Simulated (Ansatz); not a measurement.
Reaction (ligand exchange at the Si–C bond): `BC(B)[SiH3]` + `B[SiH2]CS` → `B[SiH2]CS[SiH3]` + `BCB`

Program: Ansatz. Geometries: PBE0-D4/def2-TZVP. ΔE: electronic, gas phase. CBS: MP2 limit from def2 TZ/QZ plus the TZ coupled-cluster correction, frozen cores. Functionals use def2-TZVPP. Each species was taken in one conformer, which may not be the lowest.

| level | ΔE (kcal/mol) |
| --- | --- |
| BHLYP | -7.2 |
| RPA@PBE/def2-TZVPP | -5.1 |

Q: What does CCSD(T)/CBS give? (Estimate.)

A: The calculation gave: -5.5 kcal/mol. The listed levels differ from it by -1.7, 0.4 kcal/mol.

Largest T1 diagnostic among the species: 0.012.

Leaving LDA and LC-ωPBE aside and taking each functional with its dispersion term where it has one, the values, not all of them listed here, spread over 2.5 kcal/mol, from BHLYP-D4 to PBE-D4. LDA lies +2.6 kcal/mol from PBE without D4. In def2-TZVPP, CCSD(T) changes the Hartree–Fock value by +4.3 kcal/mol (the triples alone add +0.4 kcal/mol) and MP2 by +4.1 kcal/mol.
